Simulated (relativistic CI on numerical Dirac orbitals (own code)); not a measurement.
## Dy⁴¹⁺: q coefficients and field-shift factors

Method of calculation: Dirac-Coulomb-Breit CI, separate exchange-only KLI orbitals for each configuration, derivatives by finite differences, unscaled Slater integrals, QED left out (own radial code, finite nucleus).

CI space (outside the closed core [Ne]): 3s2.3p6.3d7, 3s2.3p5.3d8, 3s2.3p4.3d9, 3s.3p6.3d8, 3p6.3d9, 3s.3p5.3d9, 3s2.3p6.3d6.4s, 3s2.3p6.3d6.4p. Levels of other configurations are missing.

With x = (α/α₀)² − 1 an excitation energy changes as ω = ω₀ + qx; K = 2q/ω₀ is the relative enhancement. Terms are leading LS components, so labels can repeat. The field-shift factor is F = δν/δ⟨r²⟩ for the transition from the lowest level.

Lowest level 3s2.3p6.3d7 4F_9/2.

```tsv
Level	ω₀ (cm⁻¹)	q (cm⁻¹)	K	F (GHz/fm²)
3s2.3p6.3d7 2P_3/2	86061	4125	0.0959	-0.244
3s2.3p6.3d7 2D_5/2	128135	23880	0.373	0.577
3s2.3p6.3d7 4F_7/2	292627	319600	2.18	5.29
3s2.3p6.3d7 2H_9/2	346875	304800	1.76	5.29
3s2.3p6.3d7 4F_3/2	359846	325700	1.81	5.49
3s2.3p6.3d7 4P_5/2	374168	330000	1.76	5.67
3s2.3p6.3d7 4P_1/2	386621	318400	1.65	5.07
3s2.3p6.3d7 2H_11/2	405749	305900	1.51	5.64
3s2.3p6.3d7 2G_7/2	444822	329100	1.48	5.76
3s2.3p6.3d7 2F_5/2	486874	304700	1.25	5.56
3s2.3p6.3d7 2D_3/2	601224	348800	1.16	6.7
3s2.3p6.3d7 4F_5/2	641352	625000	1.95	10.4
3s2.3p6.3d7 4P_3/2	668825	616400	1.84	10.1
3s2.3p6.3d7 2H_9/2	704139	625900	1.78	10.9
3s2.3p6.3d7 2P_1/2	704214	637400	1.81	10.3
3s2.3p6.3d7 2F_7/2	730975	610700	1.67	10.4
3s2.3p6.3d7 2D_5/2	898331	628000	1.4	11.3
3s2.3p6.3d7 2D_3/2	1027618	941700	1.83	15.6
3s2.3p5.3d8 4G°_11/2	2645287	408300	0.309	18.1
3s2.3p5.3d8 2D°_5/2	2731550	409900	0.3	16.6
3s2.3p5.3d8 2F°_7/2	2736700	414400	0.303	16.3
3s2.3p5.3d8 4F°_9/2	2793152	409000	0.293	18.1
3s2.3p5.3d8 2P°_1/2	2868588	426500	0.297	18.4
```

At this charge energies of transitions that change n are usually good to better than 1 %, and those within a shell (Δn = 0) to a few per cent.
